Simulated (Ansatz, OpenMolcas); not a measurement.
# Ansatz → OpenMolcas

This Ansatz 0.2.0 job computes doublet BNH3OF+:

molecule.yaml:
```yaml
basis:
  gaussian: {orbitals: 6-311+G_st__st_.json}
crystal:
  periodic: [false, false, false]
  atoms:
    - {symbol: N, position_ang: [-0.531800, 0.753400, -0.032100]}
    - {symbol: B, position_ang: [0.039300, -0.505700, -0.288800]}
    - {symbol: O, position_ang: [1.106300, -1.044300, 0.367000]}
    - {symbol: F, position_ang: [-0.494800, -1.258200, -1.256300]}
    - {symbol: H, position_ang: [-1.320400, 1.081700, -0.559700]}
    - {symbol: H, position_ang: [-0.210100, 1.394300, 0.668500]}
    - {symbol: H, position_ang: [1.472700, -0.489200, 1.055700]}
total_charge: 1
magnetization: {spin_polarized: true, initial_magnetization: 1}
hamiltonian: {xc: {name: B3LYP}}
accuracy: high
output: {orbitals: {seedname: orbitals}}
```

```bash
$ ansatz run molecule.yaml --threads 1 --pin off --max-ram 3480MiB --events-out events.jsonl --progress --plain --runs-dir runs
```

(Basis files named in the input come from the Basis Set Exchange and aren't shown.)

The coordinates come from a PBE0-D4/def2-TZVP relaxation. This is one conformer, not always the lowest. That shape belongs to the parent species and isn't relaxed for this state.

It gives a total energy of -256.328175 Eh.

Q: Write the same calculation for OpenMolcas 26.06 as an input file of the program's own.

A: This input was run:

mol.inp:
```
&GATEWAY
  BasLib
  $CurrDir
  Coord
  7
  angstrom
  N       -0.531800       0.753400      -0.032100
  B        0.039300      -0.505700      -0.288800
  O        1.106300      -1.044300       0.367000
  F       -0.494800      -1.258200      -1.256300
  H       -1.320400       1.081700      -0.559700
  H       -0.210100       1.394300       0.668500
  H        1.472700      -0.489200       1.055700
  Basis
  6-311pGss
  Group
  NoSym

&SEWARD
  GridInput
  Grid=UltraFine
  End of Grid

&SCF
  UHF
  Charge
  1
  Spin
  2
  KSDFT
  B3LYP
  Thresholds
  1e-10 1e-07 1e-07 1e-05
  PrOrbitals
  1 2
```

```bash
$ export MOLCAS_MEM=1860
$ pymolcas mol.inp > mol.log
```

(Basis files named in the input come from the Basis Set Exchange and aren't shown.)

Its energy is -256.328175 Eh, the same as the first but for the last digit, at most.
